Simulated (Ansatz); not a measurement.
Geometry optimisation, RKS r2SCANh/def2-SVP (Ansatz 0.2.0).

Input:

```yaml
crystal:
  periodic: [false, false, false]
  atoms:
    - { symbol: Al, position_ang: [0.0, 0.0, 0.0] }
    - { symbol: O, position_ang: [0.0, 0.0, 2.13] }
    - { symbol: H, position_ang: [-0.9095, -0.2814, 2.4671] }
    - { symbol: "N", position_ang: [1.6627, 0.0, -0.96] }
    - { symbol: H, position_ang: [2.1293, -0.9179, -1.2118] }
    - { symbol: H, position_ang: [2.1141, 0.9179, -1.2382] }
    - { symbol: O, position_ang: [-1.5415, 0.0, -0.89] }
    - { symbol: H, position_ang: [-2.0512, -0.8467, -0.6815] }
    - { symbol: F, position_ang: [0.0892, 1.8864, 0.6275] }
    - { symbol: H, position_ang: [0.0593, 1.2535, 1.7062] }
basis:
  gaussian: { orbitals: def2-SVP }
hamiltonian:
  xc: r2scanh
relax:
  f_tol: 0.15
  max_steps: 25
  restrain:
    - { distance: [0, 8], at: 1.69, k: 30.0 }
    - { distance: [9, 1], at: 1.01, k: 30.0 }
    - { distance: [0, 1], at: 2.98, k: 30.0 }
    - { distance: [9, 8], at: 2.12, k: 30.0 }
```

Command:

```bash
$ ansatz run input.yaml --threads 4 --pin off --max-ram 5120MiB --backend cpu --events-out ev --progress --plain --runs-dir out
```

Problem. Where does it end, and by what steps?

Solution. The forces met the threshold. The restraints hold the end off the free minimum; the threshold counts their pulls, which the force column leaves out. Restrained pairs: Al1–F9 (1.99 → 1.68 Å), O2–H10 (1.32 → 0.98 Å), Al1–O2 (2.13 → 2.96 Å), F9–H10 (1.25 → 2.12 Å). After 8 steps the energy has fallen by 1.741 eV (the restraints' own energy left out); H10 moved furthest, 0.66 Å.

```tsv
step	energy less start (eV)	largest force component (eV/Å)	accepted
0	0.0000	3.125	yes
1	-0.4275	3.502	yes
2	-1.1001	2.889	yes
3	-1.3561	0.757	yes
4	-1.5081	0.859	yes
5	-1.5562	1.630	yes
6	-1.6802	0.988	yes
7	-1.7315	0.840	yes
8	-1.7412	0.817	yes
```

```xyz
10
Properties=species:S:1:pos:R:3
Al 0.077 0.514 -0.396
O -0.117 0.118 2.534
H -1.059 -0.084 2.467
N 1.578 0.020 -1.165
H 1.728 -0.817 -1.712
H 2.451 0.526 -1.069
O -1.432 -0.243 -0.529
H -1.631 -1.090 -0.925
F 0.047 1.987 0.416
H -0.090 1.080 2.328
```

The run took 16 s on 4 threads of Arm Neoverse V2 (shared host), peak memory 0.23 GiB.
